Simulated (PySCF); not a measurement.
## Shifts of the heteroatoms

Atoms are numbered as in `[CH3:1]/[CH:2]=[C:3]1\[SiH2:4][C@@H:5]([O:6][CH3:7])[C@H:8]1[F:9]` (H(Xn): hydrogen on atom n). Ha(Si4) is cis to O6 on the ring; Hb(Si4) is trans to O6 on the ring.

PySCF 2.14 calculation with geometry from GFN2-xTB and shieldings: GIAO PBE0/pcSseg-1; one computed conformer, rapidly exchanging positions averaged, non-relativistic Hamiltonian, no solvent.

Question: What are the $^{19}$F shifts?

Answer: 
```
atoms                environment  σ (ppm)  δ (ppm)
   F9  fluorine on an sp3 carbon    371.1   -174.3
```

Shieldings were converted by a linear fit to measured shifts: $^{19}$F (scatter 6.0 ppm rms, 7.0 ppm with the 5 outliers that the fit left out vs CFCl3, solution or neat liquid, with a term for F on sp3 carbon). Occasional misses reach two or three times the rms, and more in compound classes unlike the fitted ones.

On a 300 MHz spectrometer $^{19}$F resonates near 282.3 MHz, so 1 ppm is 282.3 Hz.

Question: Where does $^{29}$Si resonate?

Answer: 
```
atoms                                       environment  σ (ppm)  δ (ppm)
  Si4  silicon bonded to 2 C, 2 H, in a 4-membered ring    405.0    -53.0
```

Shieldings were converted by a linear fit to measured shifts: $^{29}$Si: δ = 279.94 − 0.822σ (rms 8.9 ppm, 72 shifts, 25.8 ppm with the 6 outliers that the fit left out vs TMS, solution or neat liquid). Occasional misses reach two or three times the rms, and more in compound classes unlike the fitted ones.

On a 300 MHz spectrometer $^{29}$Si resonates near 59.6 MHz, so 1 ppm is 59.6 Hz.

Question: What are the $^{17}$O shifts?

Answer: 
```
atoms   environment  σ (ppm)  δ (ppm)
   O6  ether oxygen    313.9    -19.3
```

Shieldings were converted by a linear fit to measured shifts: $^{17}$O (scatter 10.7 ppm rms, 12.2 ppm with the 3 outliers that the fit left out vs liquid water, solution or neat liquid). A few per cent of atoms miss by over 2 rms, more outside the fitted compound classes.

On a 400 MHz spectrometer $^{17}$O resonates near 54.2 MHz, so 1 ppm is 54.2 Hz.
